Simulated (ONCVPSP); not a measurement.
# Transferability test, ONCV potential for Ba (Z = 56)

Ba (Z = 56), optimised norm-conserving Vanderbilt (ONCV), made with ONCVPSP 4.0.1 (PBEsol, fully relativistic). Core [Kr] 4d10, reference 5s2 5p6 6s2. Waves: 5s+6s: rc 2.40 bohr, ncon 3, nbas 7, qcut 5.1 1/bohr, 2 projectors; 5p: rc 2.65 bohr, ncon 4, nbas 9, qcut 5.2 1/bohr, 3 projectors, debl 1.4 Ha; d scattering state at 0.03 Ha: rc 2.40 bohr, ncon 4, nbas 7, qcut 4.3 1/bohr, local. Local part: the d channel. Core correction: Teter function, fcfact 2.5, rcfact 1.6.

Open shells are filled in proportion to 2j + 1.

In the d channel the program set the typed energies aside and used 0.050 Ha (j = l + 1/2; the other j can differ).

Energies are relative to the spin-unpolarised reference configuration 5s2 5p6 6s2; without spin polarisation the order of configurations can differ from experiment. The d channel is local and has no spin–orbit splitting in the pseudo-atom.

Give the all-electron excitation energy and the error of the potential for: 5s2 5p6 6s1; 5s2 5p6 6s0; 5s2 5p6 6s1.5; 5s2 5p6 6s1 6p1.

| valence configuration | charge | ΔE all-electron (eV) | error AE − PS (meV) |
| --- | --- | --- | --- |
| 5s2 5p6 6s1 | +1 | 5.381 | -0.2 |
| 5s2 5p6 6s0 | +2 | 15.272 | -2.9 |
| 5s2 5p6 6s1.5 | +0.5 | 2.147 | 0.0 |
| 5s2 5p6 6s1 6p1 | 0 | 2.044 | -0.4 |

Levels in the configuration 5s2 5p6 6s0:

| level | all-electron (eV) | pseudo (eV) |
| --- | --- | --- |
| 5s j=1/2 | -45.981 | -45.990 |
| 5p j=3/2 | -30.256 | -30.256 |
| 5p j=1/2 | -32.394 | -32.397 |
